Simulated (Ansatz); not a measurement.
System: ZnBr, net charge 0, doublet state. The spin state was set by rule; other spins were not relaxed. 
Structure (B3LYP-D3(BJ)/def2-TZVP (Ansatz, a program for electronic structure) minimum search):
```xyz
2

Zn     0.0000     0.0000    -1.2602
Br     0.0000     0.0000     1.0802
```
Charge 0, spin multiplicity 2.

Basis-set convergence of Hartree-Fock and MP2 correlation energies (hartree) with Ansatz. Cores are frozen in the correlated levels unless marked. Open shells are spin-unrestricted. No spin-orbit coupling. The frozen core is the preceding noble-gas configuration, with the filled d and f shells of earlier blocks. No relativistic terms.

| basis | functions | E(HF) | E(corr, MP2) |
|---|---|---|---|
| def2-SVP | 63 | -4349.70289 | -0.39664 |
| def2-TZVPP | 112 | -4350.26751 | -0.63260 |
| def2-QZVPP | 189 | -4350.35843 | -0.68495 |

Extrapolating the two largest sets (X = 3 and 4) as X^-3: E(corr) = (64·(-0.68495) - 27·(-0.63260))/37 = -0.7232 Eh, an estimate of the basis-set limit. The largest set recovers 94.7 % of it, the smallest 54.8 %.
